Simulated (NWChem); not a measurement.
Molecule: AlBrF$_{2}$; SMILES [Al]([F])([F])[Br]

All runs: NWChem. STO-3G and 3-21G are far too small for this property and stand as cheap habits. All runs use the structure optimised with PBE-D3(BJ)/def2-SVP. B3LYP is NWChem's, with the RPA form of VWN correlation. Field at 589 nm.

### Question
What does the run give for B3LYP/STO-3G? Quantities: isotropic polarisability (bohr³); anisotropy (bohr³).

### Answer
```
Property                          Value
--------------------------------  -----
isotropic polarisability (bohr³)   15.6
anisotropy (bohr³)                 19.5
```
